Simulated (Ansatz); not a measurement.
C₂H₂N, doublet, geometry from GFN2-xTB. Base run: B3LYP/cc-pVDZ in Ansatz (a quantum-chemistry and plane-wave program).

The Ansatz input:
Ansatz 0.2 input:
```yaml
crystal:
  periodic: [false, false, false]
  atoms:
    - {symbol: C, position_ang: [0.00333613, -0.16861170, -1.16204150]}
    - {symbol: C, position_ang: [-0.00051194, 0.02587429, 0.17832093]}
    - {symbol: N, position_ang: [-0.00381510, 0.19281948, 1.32887713]}
    - {symbol: H, position_ang: [0.93232340, -0.24906440, -1.69689616]}
    - {symbol: H, position_ang: [-0.92256280, -0.24424744, -1.70292033]}
basis:
  gaussian:
    orbitals: cc-pVDZ
hamiltonian:
  xc: b3lyp
magnetization: {spin_polarized: true, initial_magnetization: 1}
```

The base run was repeated with changes; each row names its change, and settings that it needs were set with it.

```json
[
 {"change": "base", "basis functions": "52", "E (Eh)": "-132.10115"},
 {"change": "basis = STO-3G", "basis functions": "17", "E (Eh)": "-130.39051"},
 {"change": "basis = 6-31G", "basis functions": "31", "E (Eh)": "-132.05345"},
 {"change": "basis = def2-SVP", "basis functions": "52", "E (Eh)": "-131.99349"},
 {"change": "basis = 6-31G**", "basis functions": "55", "E (Eh)": "-132.09653"},
 {"change": "basis = 6-311++G**", "basis functions": "80", "E (Eh)": "-132.13420"},
 {"change": "basis = aug-cc-pVDZ", "basis functions": "87", "E (Eh)": "-132.11044"},
 {"change": "basis = aug-pcseg-1", "basis functions": "87", "E (Eh)": "-132.07793"},
 {"change": "basis = 6-311+G(2d,p)", "basis functions": "93", "E (Eh)": "-132.13707"},
 {"change": "basis = def2-TZVPD", "basis functions": "129", "E (Eh)": "-132.14906"},
 {"change": "basis = cc-pVQZ", "basis functions": "225", "E (Eh)": "-132.15499"},
 {"change": "basis = def2-QZVPP", "basis functions": "231", "E (Eh)": "-132.15743"},
 {"change": "basis = def2-QZVP", "basis functions": "231", "E (Eh)": "-132.15743"}
]
```

Totals compare only among sets that treat the same electrons; sets with core potentials leave the core out.
